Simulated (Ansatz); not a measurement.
Molecule: C3H8O (charge 0, singlet). SMILES: CCCO
Structure (B3LYP-D3(BJ)/def2-TZVP (Ansatz, an electronic-structure program) minimum search):
```xyz
12

C     -1.8645    -0.1931    -0.3023
C     -0.5633    -0.0415     0.4803
C      0.6470     0.0514    -0.4275
O      1.8098     0.1901     0.3857
H     -1.8566    -1.0970    -0.9161
H     -2.0299     0.6578    -0.9677
H     -2.7210    -0.2579     0.3699
H     -0.5982     0.8550     1.1046
H     -0.4258    -0.8898     1.1558
H      0.5406     0.9120    -1.1014
H      0.7147    -0.8511    -1.0496
H      2.5829     0.2497    -0.1841
```

Quantity: enthalpy of formation at 298 K, in kcal/mol. Terms: spin-orbit terms left out; 6-31G* and kin with 6d, 5d where marked; valence correlation only; UHF or UKS for open shells; 6-311+G** with 5d; non-relativistic; dispersion terms only where a functional's name holds one. Basis-set limits of correlation are two-point, X^-3; Hartree-Fock from the larger set. [CCSD(T)-MP2]/basis is that difference in the basis named. Ab initio and DFT rows: single points at B3LYP-D3(BJ) geometries (Ansatz), with unscaled harmonic terms from B3LYP/6-31G* at its own minima, enthalpies of formation by atomisation with measured atoms.

Measured values: CRC Handbook, as tabulated in the package chemicals; they hold spin-orbit and core effects, anharmonicity and other conformers. 

Value to compare with, the measured value: -61.0 kcal/mol.

| level | program | enthalpy of formation at 298 K (kcal/mol) | error |
|---|---|---|---|
| SVWN5/6-31G* | Ansatz | -212.6 | -151.6 |
| PBE/6-31G* | Ansatz | -74.9 | -13.9 |
| PBE/6-311+G** | Ansatz | -69.7 | -8.7 |
| B3LYP/STO-3G | Ansatz | -232.9 | -171.9 |
| B3LYP/6-31G* | Ansatz | -50.8 | 10.2 |
| PBE0/6-31G* | Ansatz | -57.5 | 3.5 |
| MP2/STO-3G | Ansatz | -45.1 | 15.9 |
| wB97M-V/def2-TZVPD | Ansatz | -59.7 | 1.3 |
| wB97X-V/def2-TZVPD | Ansatz | -58.5 | 2.5 |
| RI-MP2/CBS(aug-cc-pVTZ,aug-cc-pVQZ)+[CCSD(T)-MP2]/aug-cc-pVTZ | Ansatz | -60.4 | 0.6 |

Among the 7 habitual levels, B3LYP/STO-3G lies farthest from the measured value (-171.9 kcal/mol) and PBE0/6-31G* nearest (3.5); 3 of 7 lie above it, and their mean absolute error is 53.7 kcal/mol, the median 13.9. One case shows no general order.

The levels are drawn from those run, B3LYP/6-31G* more often than the rest, none by its result; runs whose electronic state is in doubt are left out.
